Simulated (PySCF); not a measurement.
H4P, charge +1, singlet, geometry from GFN2-xTB. Base run: SVWN5/def2-SVP (PySCF).

PySCF was given this input:
```python
from pyscf import gto, scf, dft

mol = gto.Mole()
mol.atom = '''
    P    -0.00000000   -0.00000000   -0.00000000
    H    -0.00987336    1.28259337   -0.49515063
    H     1.12686123   -0.65279636   -0.44086058
    H    -1.11826107   -0.66909633   -0.43831456
    H     0.00127320    0.03929932    1.37432577
'''
mol.basis = 'def2-svp'
mol.charge = 1
mol.verbose = 4
mol.build()

mf = dft.RKS(mol)
mf.xc = 'lda,vwn'
mf.kernel()
```

Each row names what was changed in the base input (with any setting that the change needs).

```tsv
change	ΔE vs base (mEh)	fitting functions
base	0.000	-
auxbasis = cc-pvtz-jkfit	-0.020	241
auxbasis = default (with mf = mf.density_fit())	?	?
auxbasis = cc-pvdz-jkfit	-0.052	204
auxbasis = even-tempered beta=1.6	-0.001	390
auxbasis = def2-svp-ri	-557.8	118
auxbasis = even-tempered beta=3.0	?	?
auxbasis = even-tempered beta=2.0	-0.017	261
auxbasis = def2-tzvp-ri	?	?
auxbasis = autoaux	-0.022	252
```

Task: Complete the blanks.

Result: 
- auxbasis = default (with mf = mf.density_fit()), ΔE vs base (mEh): -0.368
- auxbasis = default (with mf = mf.density_fit()), fitting functions: 95
- auxbasis = even-tempered beta=3.0, ΔE vs base (mEh): -0.768
- auxbasis = even-tempered beta=3.0, fitting functions: 186
- auxbasis = def2-tzvp-ri, ΔE vs base (mEh): -15.420
- auxbasis = def2-tzvp-ri, fitting functions: 173

A fitting set is made for a task (jfit for Coulomb, jkfit for Coulomb and exchange, ri for correlation) and for a family of orbital bases.
